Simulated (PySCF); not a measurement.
Numbering as in the mapped SMILES `[CH2:1]=[C:2]([CH3:3])/[CH:4]=[N:5]\[SiH2:6][C:7](=[CH2:8])[CH3:9]` (H(Xn): hydrogen on atom n). Ha(C1) is cis to C3; Ha(C8) is cis to Si6; Hb(C1) is trans to C3; Hb(C8) is trans to Si6.

- geometry: PBE0-D3(BJ)/def2-SVP
- NMR shieldings at PBE0/pcSseg-1/GIAO
- program: PySCF 2.14
- averaged over atoms made equivalent by symmetry, fast rotation or ring inversion, in vacuum, no relativistic terms, single conformer

References, each an isolated molecule treated in the same way: $^{13}$C (184.41 ppm), $^{1}$H (31.27 ppm), $^{29}$Si (351.99 ppm) against TMS; $^{15}$N (265.67 ppm) vs NH3.

```json
{"atoms": "Ha(C1)", "nucleus": "$^{1}$H", "count": "1", "Hirshfeld charge": "0.05", "δ (ppm)": "?"}
{"atoms": "C3", "nucleus": "$^{13}$C", "count": "1", "Hirshfeld charge": "-0.11", "δ (ppm)": "?"}
{"atoms": "H(C4)", "nucleus": "$^{1}$H", "count": "1", "Hirshfeld charge": "0.04", "δ (ppm)": "9.04"}
{"atoms": "H(C9)", "nucleus": "$^{1}$H", "count": "3", "Hirshfeld charge": "0.04", "δ (ppm)": "1.98"}
{"atoms": "Si6", "nucleus": "$^{29}$Si", "count": "1", "Hirshfeld charge": "0.34", "δ (ppm)": "-44.6"}
{"atoms": "Ha(C8)", "nucleus": "$^{1}$H", "count": "1", "Hirshfeld charge": "0.04", "δ (ppm)": "5.49"}
{"atoms": "H(Si6)", "nucleus": "$^{1}$H", "count": "2", "Hirshfeld charge": "-0.09", "δ (ppm)": "5.18"}
{"atoms": "C8", "nucleus": "$^{13}$C", "count": "1", "Hirshfeld charge": "-0.10", "δ (ppm)": "137.5"}
{"atoms": "C9", "nucleus": "$^{13}$C", "count": "1", "Hirshfeld charge": "-0.11", "δ (ppm)": "24.4"}
{"atoms": "H(C3)", "nucleus": "$^{1}$H", "count": "3", "Hirshfeld charge": "0.05", "δ (ppm)": "1.97"}
{"atoms": "Hb(C1)", "nucleus": "$^{1}$H", "count": "1", "Hirshfeld charge": "0.04", "δ (ppm)": "?"}
{"atoms": "C7", "nucleus": "$^{13}$C", "count": "1", "Hirshfeld charge": "-0.08", "δ (ppm)": "149.6"}
{"atoms": "C4", "nucleus": "$^{13}$C", "count": "1", "Hirshfeld charge": "0.07", "δ (ppm)": "184.3"}
{"atoms": "C1", "nucleus": "$^{13}$C", "count": "1", "Hirshfeld charge": "-0.08", "δ (ppm)": "127.2"}
{"atoms": "N5", "nucleus": "$^{15}$N", "count": "1", "Hirshfeld charge": "-0.24", "δ (ppm)": "?"}
{"atoms": "Hb(C8)", "nucleus": "$^{1}$H", "count": "1", "Hirshfeld charge": "0.04", "δ (ppm)": "6.03"}
{"atoms": "C2", "nucleus": "$^{13}$C", "count": "1", "Hirshfeld charge": "0.00", "δ (ppm)": "?"}
```

Q: Estimate the values marked ?.

A: 
- C2: 148.4 ppm, fully substituted alkene carbon; an sp2 carbon of a C=C bond
- C3: 21.8 ppm, allylic methyl carbon; saturated and bonded to C and H only
- Hb(C1): 5.32 ppm, hydrogen on a terminal =CH2 carbon; attached to an sp2 carbon and in the plane of the double bond
- Ha(C1): 5.26 ppm, hydrogen on a terminal =CH2 carbon; olefinic region
- N5: 385.3 ppm, imine nitrogen

Shifts are as computed. Against solution values, carbons near 30 ppm lie about +2 ppm off and those near 130 ppm about +5 ppm. Of 1211 compounds with measured shifts, 218 miss one by over three times the rms of a fit or turn the order of signals round; such compounds aren't used in these exercises. Experimental scales use liquid or dissolved standards, which lie at an offset from isolated NH3 (liquid NH3: subtract about 20 ppm). Unscaled 15N shifts of sp2 nitrogen come out 20 to 40 ppm too high even then.
